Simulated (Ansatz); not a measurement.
`[SH][In]([SH])[Cl]` + `[NH2][In]([SH])[O][SiH3]` → `[NH2][In]([SH])[SH]` + `[SiH3][O][In]([SH])[Cl]`  (redistribution)

Program: Ansatz. Geometries: PBE0-D4/def2-TZVP. ΔE: electronic, gas phase. CCSD(T)/CBS adds triple-zeta CCSD(T) − MP2 to the extrapolated MP2 energy (def2 sets, frozen cores). Functionals use def2-TZVPP. B3LYP here is the variant with VWN-RPA as its local correlation; programs differ in this. def2 core potentials past Kr. For In outer-core shells are correlated without core-valence functions, which leaves a few kJ/mol of doubt a bond. One conformer a species, not always the lowest.

Task: Is it downhill or uphill in electronic energy at CCSD(T)/CBS, and by how much? (Estimate.)

Result: The calculation gave: Uphill: ΔE = +1.6 kcal/mol.

Task: What do these levels give: PBE-D4, PBE0-D4, B3LYP-D4, ωB97X-V, ωB97M-V, B2PLYP, PBE0, B3LYP, HF/def2-TZVPP, SCS-MP2/def2-TZVPP, HF/def2-QZVPP, MP2/CBS(def2)? (Best estimate.)

Result: The calculation gave: PBE-D4 1.9, PBE0-D4 1.8, B3LYP-D4 1.8, ωB97X-V 1.5, ωB97M-V 1.6, B2PLYP 1.7, PBE0 1.7, B3LYP 1.7, HF/def2-TZVPP 1.1, SCS-MP2/def2-TZVPP 1.6, HF/def2-QZVPP 1.0, MP2/CBS(def2) 1.7 kcal/mol.

Largest T1 diagnostic among the species: 0.015.
